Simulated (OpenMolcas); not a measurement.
Cu2+ (d9) in a complex was computed by SS-CASPT2, IPEA 0.25 Eh, imaginary shift 0.1 Eh with the d shell active (OpenMolcas, ANO-RCC-VTZP on the metal). Its lowest spin-free states, and all those of the highest spin:

```json
{"2S+1": "2", "Degeneracy": "2", "E (cm-1)": "0"}
{"2S+1": "2", "Degeneracy": "2", "E (cm-1)": "10710"}
{"2S+1": "2", "Degeneracy": "1", "E (cm-1)": "10900"}
```

Q: Is the site octahedral, tetrahedral or cube-like, axial, or of lower symmetry?

A: The states with 2S+1 = 2 have orbital degeneracies 2, 2, 1. There are pairs but no triples, so the site is axial: not cubic, but with a proper or improper axis of order three or more. The run had Cu2+ with 6 ligands (ammonia) in octahedral coordination (S6) at 2.15 Å. Ligand basis ANO-RCC-VDZP.

Over all roots computed the reference weight is 0.69; a low but even weight reflects the number of correlated electrons. An orbital doublet at a regular site is open to a Jahn-Teller distortion, which this geometry leaves out. A single d shell leaves out the double-shell effect, which counts most for late 3d ions, where the CASPT2 field can be off either way by tens of per cent. Ligand-to-metal charge-transfer states are missing. With one d shell and no ligand orbital active, 10Dq can be off by tens of per cent for divalent 3d ions, low with halides held by bare charges and at times high in hosts, and the orbital part of g and χT goes as 1/10Dq. Free-ion shares, where given, are those of the reference states; single-state CASPT2 does not remix them. No measured value stands beside these numbers; the geometry was imposed, not optimised, and the real ion may take another.
